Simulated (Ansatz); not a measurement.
Two structures of C2H5Ge, doublet, reached by relaxing down either side of one saddle point (PBE0-D4/def2-TZVP). Energies are electronic, without zero-point energy. Computed with Ansatz 0.2.0 (basis: def2-TZVPP and def2-QZVPP); correlated methods freeze the cores; orbitals are unrestricted. Filled d shells of the heavier atoms are correlated. The def2 sets are not built for correlating such inner shells, so the correlated values are less sure here. Extrapolation: Hartree–Fock as exp(−7.88 √X), correlation as X^−2.97. First:

```
atom    x (Å)    y (Å)    z (Å)
  C1  -1.3154  -0.1065  -1.4744
  C2  -0.4914  -0.9280  -1.7569
 Ge3   0.5792   0.6299   1.5253
  H4  -2.0511   0.6230  -1.2285
  H5   0.2437  -1.6579  -2.0033
  H6   0.9485   1.2510   2.8883
  H7   1.5554   1.0931   0.4305
  H8   0.5310  -0.9046   1.6189
```

Second:

C1  (-0.646, 0.211, -0.742)
C2  (-0.736, -0.888, -1.429)
Ge3  (0.503, 0.340, 0.839)
H4  (-1.210, 1.100, -1.025)
H5  (-0.320, -1.886, -1.396)
H6  (-0.343, 0.700, 2.073)
H7  (1.561, 1.438, 0.628)
H8  (1.192, -1.015, 1.053)
(Å)

Q: Which bonds change from the first to the second?

A: C₂H₂ (C#C) + GeH₃ → C₂H₅Ge ([CH][CH][GeH3]); bonds formed: C1–Ge3.

Q: Give the saddle point's structure and its height above each. (Judge from chemistry; the value comes from the calculation.)

A: The calculation gives: 0.237 eV above the first and 0.950 eV above the second (CCSD(T) at an estimated basis limit (MP2 extrapolated from triple and quadruple zeta, plus CCSD(T) − MP2 in triple zeta)).
C1  (-1.057, 0.005, -1.027)
C2  (-0.473, -0.874, -1.623)
Ge3  (0.488, 0.462, 1.132)
H4  (-1.789, 0.742, -0.785)
H5  (0.152, -1.642, -2.019)
H6  (0.235, 1.314, 2.403)
H7  (1.725, 1.000, 0.389)
H8  (0.718, -1.008, 1.529)
(Å)

The T1 diagnostic stays at or below 0.030. ⟨S²⟩ of the unrestricted Hartree–Fock references: 0.75 to 0.93 (a pure state has 0.75). The unrestricted reference is spin-contaminated, which hurts MP2 most.

Radical steps of this kind take place in plasma deposition and etching.

Labels in which every atom is bracketed show which atoms are joined, not bond orders.

For scale, one of the runs: CCSD(T)/def2-TZVPP, 180 basis functions, launched by `ansatz run in.yaml --threads 4 --pin off --events-out ev --progress --plain --max-ram 9574MiB`. Hardware: 4 CPU threads of an Arm Neoverse V2, shared host. Wall time 2.1 min; peak host memory 4.5 GiB.
